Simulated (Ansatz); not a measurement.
Mulliken charges of FH3S2Si (`F[SiH](S)S`) from ωB97M-V/def2-TZVPP in Ansatz (PBE0-D4/def2-TZVP geometry).

| atom | x (Å) | y (Å) | z (Å) | charge (e) |
| --- | --- | --- | --- | --- |
| F1 | -1.161 | -1.276 | 0.098 | -0.297 |
| Si2 | 0.009 | -0.204 | -0.076 | 0.522 |
| S3 | 0.815 | 0.449 | 1.766 | -0.217 |
| S4 | -0.792 | 1.543 | -0.959 | -0.223 |
| H5 | 1.043 | -0.886 | -0.880 | -0.030 |
| H6 | 1.723 | -0.542 | 1.808 | 0.122 |
| H7 | -1.576 | 0.848 | -1.802 | 0.123 |

Q: By hand: the dipole of these point charges (1 e Å = 4.8032 D).

A: Σ q r = (0.334, -0.104, -0.213) e Å, of length 0.410 e Å = 1.97 D.

Q: How does the dipole of the full density compare? (An estimate is asked.)

A: The calculation gave: (0.189, -0.123, -0.145) e Å, 1.29 D; the point charges give 1.53 times that, at 13° from its direction.

Point charges leave out the atoms' own dipoles, such as those of lone pairs, and Mulliken's split depends on the basis, so the two needn't agree.
